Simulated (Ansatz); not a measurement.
Relaxation of Cl$_{4}$HSn (6 atoms, charge 0, multiplicity 2), to a largest force component of 0.03 eV/Å in at most 50 steps.

The calculation used Ansatz, UKS B3LYP-D4/def2-SVP.

```xyz
6
Properties=species:S:1:pos:R:3:forces:R:3
Sn 0.003 0.000 -0.228 0.00 0.00 0.03
Cl -0.033 0.000 3.381 0.04 0.00 1.10
Cl 2.230 0.000 -1.095 0.00 0.00 0.00
Cl -1.111 1.929 -1.095 0.00 0.00 0.00
Cl -1.111 -1.929 -1.095 0.00 0.00 0.00
H 0.025 0.000 4.713 -0.04 0.00 -1.14
```

Q: Where does it end, and by what steps?

A: The forces met the threshold. The force dipped under the threshold on the way, but the program's further checks kept it going. After 28 steps the energy has fallen by 0.257 eV; H6 moved furthest, 2.09 Å.

| step | energy less start (eV) | largest force component (eV/Å) | accepted |
| --- | --- | --- | --- |
| 0 | 0.0000 | 1.140 | yes |
| 1 | -0.0194 | 0.642 | yes |
| 2 | -0.0070 | 1.346 | no |
| 3 | -0.0341 | 0.280 | yes |
| 4 | -0.0471 | 0.201 | yes |
| 5 | -0.0658 | 0.290 | yes |
| 6 | -0.0797 | 0.193 | yes |
| 7 | -0.0922 | 0.669 | yes |
| 8 | -0.1160 | 0.361 | yes |
| 9 | -0.1042 | 0.225 | no |
| 10 | -0.1235 | 0.042 | yes |
| 11 | -0.1241 | 0.033 | yes |
| 12 | -0.1253 | 0.024 | yes |
| 13 | -0.1259 | 0.208 | yes |
| 14 | -0.1272 | 0.052 | yes |
| 15 | -0.1276 | 0.059 | yes |
| 16 | -0.1280 | 0.015 | yes |
| 17 | -0.1295 | 0.214 | yes |
| 18 | -0.1346 | 0.425 | yes |
| 19 | -0.1420 | 0.600 | yes |
| 20 | -0.1623 | 0.391 | yes |
| 21 | -0.1868 | 0.373 | yes |
| 22 | -0.2136 | 0.308 | yes |
| 23 | -0.2381 | 0.220 | yes |
| 24 | -0.2398 | 0.699 | yes |
| 25 | -0.2467 | 0.182 | yes |
| 26 | -0.2550 | 0.097 | yes |
| 27 | -0.2556 | 0.123 | yes |
| 28 | -0.2569 | 0.021 | yes |

```xyz
6
Properties=species:S:1:pos:R:3
Sn -0.559 0.000 0.131
Cl -0.219 0.000 3.432
Cl 1.830 0.000 0.553
Cl -0.993 1.957 -1.181
Cl -0.993 -1.957 -1.181
H 0.937 0.000 2.830
```

Whether the end is a true minimum wasn't checked by a vibrational analysis.

Time of the run: 82 s on 4 threads of Arm Neoverse V2 (shared host), peak memory 0.41 GiB.
